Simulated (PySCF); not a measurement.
`C[C@H](C=O)[C@@]1(C)CS1`, C₆H₁₀OS

Geometry:
```tsv
atom	x (Å)	y (Å)	z (Å)
C1	1.036	1.559	0.510
C2	0.833	0.062	0.264
C3	1.500	-0.348	-1.027
O4	1.019	-1.024	-1.890
C5	-0.625	-0.364	0.296
C6	-1.559	0.367	-0.634
C7	-0.899	-1.795	0.579
S8	-1.269	-0.703	1.966
H9	2.094	1.781	0.626
H10	0.518	1.853	1.420
H11	0.650	2.145	-0.320
H12	1.363	-0.480	1.060
H13	2.534	0.043	-1.114
H14	-1.225	0.234	-1.662
H15	-2.567	-0.029	-0.539
H16	-1.587	1.429	-0.401
H17	-0.066	-2.468	0.736
H18	-1.761	-2.258	0.119
```

Method used: TDDFT B3LYP/def2-SVPD circular dichroism and optical rotation, one conformer, gas phase (PySCF). Geometry: GFN2-xTB.

The molecule is flexible and this is one conformer; a measurement averages over conformers. States above about 6.4 eV (minus the energy of the highest occupied orbital) lie near or above the ionisation threshold and depend on the basis.

Task: Draw the ECD and absorption spectra from the lowest 8 states, each a Gaussian of half-width 0.2 eV at 1/e height.

Result: 
```tsv
E (eV)	λ (nm)	Δε (L mol⁻¹ cm⁻¹)	ε (L mol⁻¹ cm⁻¹)
3.62	343	-0.01	0.295
3.77	329	-0.34	7.16
3.92	316	-2.67	56.4
4.07	305	-6.83	148
4.22	294	-5.90	174
4.37	284	-2.45	237
4.52	274	-0.78	257
4.67	266	+2.24	127
4.82	257	+4.42	60.4
4.97	250	+2.40	26.1
5.12	242	+0.42	4.47
5.27	235	+0.02	0.428
5.42	229	-0.03	9.54
5.57	223	-0.58	172
5.72	217	-3.49	1070
5.87	211	-7.50	2520
6.02	206	-4.94	2600
6.17	201	+3.75	2540
6.32	196	+10.49	5710
```
Δε uses R in velocity form, ε uses f in length form. Only the states computed contribute, so the short-wavelength end is incomplete.
